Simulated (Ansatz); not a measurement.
A run for Ansatz (a program for electronic structure): U-SVWN5/def2-TZVPP on ReS, 2S+1 = 6, a spin state set in the input, which need not be the lowest, a point of a bond scan (R = 2.131 Å). Elements past Kr take the def2 small-core potentials; no spin–orbit coupling.

Ansatz 0.2 input:
```yaml
crystal:
  periodic: [false, false, false]
  atoms:
    - {symbol: Re, position_ang: [0.00000000, 0.00000000, 0.00000000]}
    - {symbol: S, position_ang: [0.00000000, 0.00000000, 2.13147700]}
basis:
  gaussian:
    orbitals: def2-TZVPP
    pivot_positions_ang: [[0.00000000, 0.00000000, 0.00000000], [0.00000000, 0.00000000, 2.13147700]]
hamiltonian:
  xc: {name: SVWN5}
magnetization: {spin_polarized: true, initial_magnetization: 5}
output: {forces: true, orbitals: {seedname: ./end}}
```

It printed:

```
WARN ansatz: RAYON_NUM_THREADS=1 ignored (pool sized by the plan → 1); use --threads N
Functional definition: SVWN5
integrals: 0.03 GiB planned
624 factors; their error is unknown
mean field: 0.27 GiB planned
mean field evaluation 1: about -12920.5037 eV, gradient 2.3e1 eV
mean field evaluation 2: about -12892.1983 eV, gradient 7.4e1 eV
mean field evaluation 4: about -12923.2737 eV, gradient 7.6e0 eV
mean field evaluation 8: about -12923.5721 eV, gradient 6.7e-2 eV
mean field evaluation 16: about -12921.8267 eV, gradient 6.9e0 eV
mean field -12923.56284266 eV, -474.9321745621 hartree, gradient 7.2e-5 eV, S^2 8.763676; 3 other end points of the search recorded, 0 dependent functions left out
the calculation of the forces begins
reference -12923.56286931 eV, -474.9321755417 hartree; 18, 13 occupied and 80, 85 virtual orbitals, 624 factors
Total energy: -12923.56286931 eV, -474.9321755417 hartree
Atom 0 at     0.000000     0.000000     0.000000 Å, force     0.000000     0.000000     0.488455 eV/Å
Atom 1 at     0.000000     0.000000     2.131477 Å, force    -0.000000     0.000000    -0.488455 eV/Å
Dipole moment:     0.000000     0.000000    -0.680129 e Å
```

Self-consistency was reached.

Cost: roughly 1.4 core-seconds.
